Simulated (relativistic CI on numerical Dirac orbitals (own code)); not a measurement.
# Hyperfine structure of As⁹⁺, mass number 75

Computed by Dirac-Coulomb-Breit CI, orbitals from a KLI potential per configuration, model QED, unscaled Slater integrals (own radial code, finite nucleus).

Configurations in the expansion (outside the closed core [Ne]): 3s2 3p6 3d6, 3s2 3p5 3d7, 3s2 3p4 3d8, 3s 3p6 3d7, 3s2 3p6 3d5 4s, 3s2 3p6 3d5 4p, 3p6 3d8, 3s2 3p6 3d4 4s2, 3s2 3p6 3d5 4d, 3s2 3p6 3d4 4s 4p, 3s2 3p6 3d5 4f, 3s2 3p6 3d5 5s, 3s2 3p6 3d4 4p2, 3s2 3p6 3d5 5p, 3s 3p5 3d8, 3s2 3p6 3d5 5d. Levels of other configurations are missing.

Nuclear spin I = 3/2, μ = 1.4383 μN, Q = 0.311 b (tables of Stone and Pyykkö). The electronic factors are computed for point nuclear moments, without core polarisation or the Bohr-Weisskopf and QED corrections.

| Level | E (cm⁻¹) | A (MHz) | B (MHz) |
| --- | --- | --- | --- |
| 3s2 3p6 3d6 5D_4 | 0.0 | 1103 | 904 |
| 3s2 3p6 3d6 5D_3 | 3144.6 | 801.6 | 219 |
| 3s2 3p6 3d6 5D_2 | 4987.4 | 680.8 | -192 |
| 3s2 3p6 3d6 5D_1 | 6187.1 | 604.1 | -308 |
| 3s2 3p6 3d6 3P_2 | 40473.2 | 884.8 | -76.3 |
| 3s2 3p6 3d6 3F_4 | 46155.2 | 1572 | 366 |
| 3s2 3p6 3d6 3H_6 | 47254.0 | 1799 | -470 |
| 3s2 3p6 3d6 3H_5 | 48286.2 | 1772 | -76 |

Levels with J = 0, under 50 % of one LS term, or S terms without an open s electron are left out. Small factors come from cancelling terms and can be off by tens of per cent or more.

At this charge energies of transitions that change n are usually good to better than 1 %, and those within a shell (Δn = 0) to a few per cent. Terms inside the open d or f shell come out 10 to 20 % too wide with unscaled integrals.

(1) Give the hyperfine levels of 3s2 3p6 3d6 5D_4 relative to its centre of gravity.

Answers

(1) With K = F(F + 1) − I(I + 1) − J(J + 1), E = AK/2 + B[¾K(K + 1) − I(I + 1)J(J + 1)]/[2I(2I − 1)J(2J − 1)]: F = 5/2: -7831, F = 7/2: -4591, F = 9/2: 156.3, F = 11/2: 6846 MHz.
